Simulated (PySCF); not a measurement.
**Working out the ionisation energy of Ag²⁺**

Ag²⁺ [Kr] 4d9 (2D) → Ag³⁺ [Kr] 4d8 (3F). All numbers are calculated (PySCF 2.14, the spin-free X2C one-electron Hamiltonian (Gaussian nucleus), in x2c-TZVPPall with one added diffuse shell each of s, p, d, f type (9s7p7d3f1g, 95 functions)). Frozen: [Ar] 3d10. Energies in hartree (1 hartree = 27.21139 eV):

```json
{"part": "UHF", "Ag²⁺ (lower)": "-5311.854404", "Ag³⁺ (upper)": "-5310.643202"}
{"part": "CCSD correlation", "Ag²⁺ (lower)": "-0.546093", "Ag³⁺ (upper)": "-0.488426"}
{"part": "(T)", "Ag²⁺ (lower)": "-0.011718", "Ag³⁺ (upper)": "-0.008888"}
```

Q: What does Hartree-Fock give?

A: (-5310.643202) − (-5311.854404) = 1.211202 hartree = 32.958 eV.

Q: What do CCSD and CCSD(T) give?

A: The CCSD correlation energies differ by 0.057667 hartree = 1.569 eV and the triples by 0.002830 hartree = 0.077 eV, so CCSD gives 34.527 eV and CCSD(T) 34.604 eV.

A first-order spin-orbit estimate adds -0.146 eV to CCSD(T) (valence and next inner shell), giving 34.458 eV against 34.8 ± 0.3 eV (semi-empirical (NIST evaluation); NIST Atomic Spectra Database, ionization energies).

What remains against the reference includes basis incompleteness, the frozen core and higher excitations.
